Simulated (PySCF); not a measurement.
C₃H₉Ge (SMILES [CH3][Ge]([CH3])[CH3]), doublet, at a GFN2-xTB geometry, atoms displaced at random by about 0.08 Å a coordinate; HF/STO-3G, gradient run with PySCF.

Input for PySCF:
```python
from pyscf import gto, scf

mol = gto.M(
    atom='''
C    -0.38154116    1.84179759   -0.22593202
Ge   -0.01881021   -0.20597630    0.24434493
C     1.75892789   -0.36042695   -0.27490363
C    -1.30993569   -1.08839398   -0.76498550
H    -0.09657387    1.78639197   -1.21905616
H     0.31572334    2.50876955    0.36748481
H    -1.44571320    2.18148932   -0.02763764
H     1.83207336   -0.30421091   -1.31837467
H     2.03218528   -1.55272516    0.04336525
H     2.48624126    0.15147441    0.19235122
H    -1.00333907   -0.94592027   -1.88393725
H    -1.26896494   -2.27068796   -0.70987599
H    -2.29533093   -0.77588253   -0.69888417
''',
    basis='sto-3g',
    spin=1,
    verbose=4,
)

mf = scf.UHF(mol)
mf.conv_tol = 1e-11
mf.kernel()
g = mf.nuc_grad_method()
grad = g.kernel()
```

Predict the main parts of the log of this PySCF run.


```
PySCF version 2.14.0

[INPUT] verbose = 4
[INPUT] num. atoms = 13
[INPUT] num. electrons = 59
[INPUT] charge = 0
[INPUT] spin (= nelec alpha-beta = 2S) = 1
[INPUT] symmetry False subgroup None
[INPUT] Mole.unit = angstrom
[INPUT] Symbol           X                Y                Z      unit          X                Y                Z       unit  Magmom
[INPUT]  1 C     -0.381541160000   1.841797590000  -0.225932020000 AA   -0.721008297649   3.480493021984  -0.426949640570 Bohr   0.0
[INPUT]  2 Ge    -0.018810210000  -0.205976300000   0.244344930000 AA   -0.035546145246  -0.389238795151   0.461744997626 Bohr   0.0
[INPUT]  3 C      1.758927890000  -0.360426950000  -0.274903630000 AA    3.323891984959  -0.681108223412  -0.519492571349 Bohr   0.0
[INPUT]  4 C     -1.309935690000  -1.088393980000  -0.764985500000 AA   -2.475419694893  -2.056766537825  -1.445613084263 Bohr   0.0
[INPUT]  5 H     -0.096573870000   1.786391970000  -1.219056160000 AA   -0.182498165089   3.375791574422  -2.303682272864 Bohr   0.0
[INPUT]  6 H      0.315723340000   2.508769550000   0.367484810000 AA    0.596630643733   4.740887359148   0.694445645838 Bohr   0.0
[INPUT]  7 H     -1.445713200000   2.181489320000  -0.027637640000 AA   -2.732002002669   4.122417358464  -0.052227570329 Bohr   0.0
[INPUT]  8 H      1.832073360000  -0.304210910000  -1.318374670000 AA    3.462116890512  -0.574875304005  -2.491367055864 Bohr   0.0
[INPUT]  9 H      2.032185280000  -1.552725160000   0.043365250000 AA    3.840273613573  -2.934225299121   0.081948445823 Bohr   0.0
[INPUT] 10 H      2.486241260000   0.151474410000   0.192351220000 AA    4.698315060994   0.286245149780   0.363491125526 Bohr   0.0
[INPUT] 11 H     -1.003339070000  -0.945920270000  -1.883937250000 AA   -1.896036052376  -1.787530245975  -3.560125438366 Bohr   0.0
[INPUT] 12 H     -1.268964940000  -2.270687960000  -0.709875990000 AA   -2.397996198275  -4.290978358747  -1.341471203504 Bohr   0.0
[INPUT] 13 H     -2.295330930000  -0.775882530000  -0.698884170000 AA   -4.337546822943  -1.466205486535  -1.320699674094 Bohr   0.0

nuclear repulsion = 283.295619589672
number of shells = 26
number of NR pGTOs = 126
number of NR cGTOs = 42
basis = sto-3g
ecp = {}

******** <class 'pyscf.scf.uhf.UHF'> ********
method = UHF
initial guess = minao
damping factor = 0
level_shift factor = 0
DIIS = <class 'pyscf.scf.diis.CDIIS'>
diis_start_cycle = 1
diis_space = 8
diis_damp = 0
SCF conv_tol = 1e-11
SCF conv_tol_grad = None
SCF max_cycles = 50
direct_scf = True
direct_scf_tol = 1e-13
number electrons alpha = 30  beta = 29
Set gradient conv threshold to 3.16228e-06
init E= -2166.60302185284

cycle= 1 E= -2169.01716920722  delta_E= -2.41  |g|= 0.347  |ddm|= 2.86
cycle= 2 E= -2169.13223604019  delta_E= -0.115  |g|= 0.0578  |ddm|= 0.649
cycle= 3 E= -2169.13619327769  delta_E= -0.00396  |g|= 0.0174  |ddm|= 0.117
cycle= 4 E= -2169.13672202901  delta_E= -0.000529  |g|= 0.00764  |ddm|= 0.0436
cycle= 5 E= -2169.13684590374  delta_E= -0.000124  |g|= 0.00399  |ddm|= 0.0213
cycle= 6 E= -2169.13690761431  delta_E= -6.17e-05  |g|= 0.00204  |ddm|= 0.0206
cycle= 7 E= -2169.13692690292  delta_E= -1.93e-05  |g|= 0.000877  |ddm|= 0.0143
cycle= 8 E= -2169.13692981458  delta_E= -2.91e-06  |g|= 0.000393  |ddm|= 0.00559
cycle= 9 E= -2169.1369302952  delta_E= -4.81e-07  |g|= 0.000145  |ddm|= 0.00231
cycle= 10 E= -2169.13693034964  delta_E= -5.44e-08  |g|= 4.17e-05  |ddm|= 0.000753
cycle= 11 E= -2169.13693035324  delta_E= -3.61e-09  |g|= 1.73e-05  |ddm|= 0.000142
cycle= 12 E= -2169.13693035388  delta_E= -6.34e-10  |g|= 7.81e-06  |ddm|= 5.68e-05
cycle= 13 E= -2169.13693035403  delta_E= -1.49e-10  |g|= 3.65e-06  |ddm|= 3.03e-05
cycle= 14 E= -2169.13693035407  delta_E= -4.5e-11  |g|= 1.82e-06  |ddm|= 1.53e-05
cycle= 15 E= -2169.13693035408  delta_E= -9.55e-12  |g|= 9.63e-07  |ddm|= 7.35e-06
Extra cycle  E= -2169.13693035408  delta_E=    0  |g|= 6.8e-07  |ddm|= 1.79e-06
converged SCF energy = -2169.13693035408  <S^2> = 0.75191921  2S+1 = 2.0019183

******** <class 'pyscf.grad.uhf.Gradients'> for <class 'pyscf.scf.uhf.UHF'> ********
unit = Eh/Bohr
--------------- UHF gradients ---------------
         x                y                z
0 C     0.0087924056     0.0401075668    -0.1032389936
1 Ge     0.0267756159    -0.0962769620    -0.0245559931
2 C     0.0364422430     0.1846392887    -0.0179224287
3 C    -0.0762525902     0.1002973957     0.0935166644
4 H    -0.0027728931    -0.0215916149     0.0513439384
5 H     0.0234040339     0.0226923728     0.0258101652
6 H    -0.0392566454     0.0133763324     0.0179230422
7 H    -0.0131893583    -0.0038077160     0.0334523165
8 H     0.0149486401    -0.0966620397     0.0361278325
9 H    -0.0511167309    -0.0569762198    -0.0373149732
10 H     0.0208946361     0.0009995397    -0.0540448812
11 H     0.0082445025    -0.0712797646    -0.0086470090
12 H     0.0430861408    -0.0155181791    -0.0124496805
----------------------------------------------
```
